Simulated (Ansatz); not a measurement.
Basis sets compared for B(NMe2Et)H3 (C₄H₁₄BN). The state is a singlet with charge 0. Geometry PBE-D4/def2-SVP. Ansatz on 4 threads of Arm Neoverse V1 on a shared host; times are rough, and most runs start from earlier orbitals.

```xyz
20

B     0.996   -0.657   -1.199
C     0.134   -1.540    1.025
C     1.021    0.707    0.971
C    -1.178    0.197   -0.020
C    -1.304    1.458   -0.859
N     0.226   -0.296    0.218
H    -0.392   -1.347    1.984
H     1.154   -1.916    1.218
H    -0.414   -2.301    0.441
H     1.133    1.620    0.361
H     0.534    0.951    1.939
H     2.028    0.289    1.150
H    -1.701   -0.641   -0.520
H    -1.651    0.343    0.978
H    -2.381    1.687   -0.989
H    -0.848    1.321   -1.857
H    -0.838    2.341   -0.377
H     2.050   -1.203   -0.862
H     1.198    0.402   -1.792
H     0.235   -1.416   -1.808
```

Another isomer (singlet) lies 1.23 eV lower at PBE0-D4/def2-TZVP; other spin states weren't run for this one.

Binding counts from free atoms (B doublet, C triplet, N quartet, H doublet) in the same basis, without a counterpoise term.

| level | functions | energy (Eh) | HOMO (eV) | LUMO (eV) | binding per atom (eV) | wall time |
| --- | --- | --- | --- | --- | --- | --- |
| PBE-D4/def2-SVP | 154 | -239.9274 | -6.02 | 0.32 | 3.94 | 1.9 s |
| PBE0-D4/def2-SVP | 154 | -239.9801 | -7.40 | 1.20 | 3.90 | 2.5 s |

Problem. Estimate the rows for PBE-D4/def2-TZVP (with forces), PBE0-D4/def2-TZVP.

Solution. 
| level | functions | energy (Eh) | HOMO (eV) | LUMO (eV) | binding per atom (eV) | wall time |
| --- | --- | --- | --- | --- | --- | --- |
| PBE-D4/def2-TZVP (with forces) | 270 | -240.1911 | -6.22 | -0.08 | 3.91 | 4.5 s |
| PBE0-D4/def2-TZVP | 270 | -240.2363 | -7.55 | 0.73 | 3.86 | 7 s |
